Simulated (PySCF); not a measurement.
# Electron correlation in Eu⁺ (europium, charge +1)

[Xe] 4f8, high-spin 7F determinant (an excited configuration). All numbers are calculated (PySCF 2.14, scalar relativity by spin-free X2C-1e, in x2c-TZVPPall (11s7p7d4f2g, 113 functions)). Frozen: [Kr] 4d10; 16 electrons correlated.

MP2 pair energies summed by pair of shells (mhartree):

```
 pair   energy  share (%)
4f-4f  -239.51       37.1
4f-5p  -201.54       31.2
5p-5p  -120.12       18.6
4f-5s   -43.45        6.7
5s-5p   -34.16        5.3
5s-5s    -6.19        1.0
```

Total MP2 correlation energy: -644.96 mhartree.

Same-spin part -295.35 and opposite-spin part -349.61 mhartree; SCS-MP2 scales them by 1/3 and 6/5 to -517.98 mhartree.
